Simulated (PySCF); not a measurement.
# Te(2+) (tellurium, charge +2): UHF calculation

Configuration: [Kr] 4d10 5s2 5p2, high-spin 3P determinant. Computed with PySCF 2.14 in cc-pVTZ-PP with ECP28MDF (5s4p3d1f, 39 functions), with scalar relativity through the core potential.

| Property | Result |
| --- | --- |
| Total energy | -266.046683 hartree |
| One-electron energy | -450.2284 hartree |
| Hartree (Coulomb) energy | 203.4682 hartree |
| Exchange energy | -19.2864 hartree |
| ⟨S²⟩ | 2.0084 |
| ⟨L²⟩ | 2.023 |
| Sum of ⟨r⟩ | 25.03 bohr |
| Sum of ⟨r²⟩ | 38.48 bohr² |
| Traceless quadrupole moment −½Σ⟨3z² − r²⟩ along its main axis | 2.55 e·bohr² |
| Time after the integrals | 0.11 s of wall time on 1 thread of Neoverse-V2 (shared host) |

```csv
shell,electrons,mean orbital energy (eV),spread (eV),"rms radius, mean of both spins (bohr)"
4s α,1,-213.62,0,0.820
4s β,1,-213.19,0,0.820
4p α,3,-158.22,0.167,0.882
4p β,3,-157.79,0.762,0.882
4d α,5,-72.585,0.489,1.04
4d β,5,-72.226,0.825,1.04
5s α,1,-39.588,0,2.14
5s β,1,-34.536,0,2.14
5p α,2,-27.332,0,2.51
```

Energies and moments cover only the electrons outside the core potential.
